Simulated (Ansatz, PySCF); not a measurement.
Process, species as SMILES: C=N (CH3N) → [CH-]=N + H+
Geometries: B3LYP-D3(BJ)/def2-TZVP minima from Ansatz (a program for electronic structure).

Wanted: gas-phase deprotonation energy (electronic energy difference), in eV. Valence correlation only, unless marked. No spin-orbit coupling. No relativistic terms. Anions need diffuse functions: def2-D sets add few; the other sets have none. Basis-set limits of correlation are two-point, X^-3; Hartree-Fock from the larger set.

```json
[
 {"level": "HF/cc-pVTZ", "program": "Ansatz", "gas-phase deprotonation energy (eV)": "18.45"},
 {"level": "HF-D3(BJ)/def2-TZVPD", "program": "PySCF + dftd3", "gas-phase deprotonation energy (eV)": "18.33"},
 {"level": "PBE0-D3(BJ)/def2-TZVPD", "program": "Ansatz + dftd3", "gas-phase deprotonation energy (eV)": "17.98"},
 {"level": "PBE0-D4/def2-TZVP", "program": "Ansatz + dftd4", "gas-phase deprotonation energy (eV)": "18.10"},
 {"level": "BHLYP-D3(BJ)/def2-TZVPD", "program": "Ansatz + dftd3", "gas-phase deprotonation energy (eV)": "18.09"},
 {"level": "TPSSh-D4/def2-TZVPD", "program": "PySCF + dftd4", "gas-phase deprotonation energy (eV)": "18.01"},
 {"level": "HSE06-D3(BJ)/def2-TZVPD", "program": "Ansatz + dftd3", "gas-phase deprotonation energy (eV)": "17.98"}
]
```

Problem. Predict the CCSD(T)/CBS(def2-TZVPPD,def2-QZVPPD) result (Ansatz).

Solution. 17.93 eV, so HSE06-D3(BJ)/def2-TZVPD differs from it by 0.05 eV.
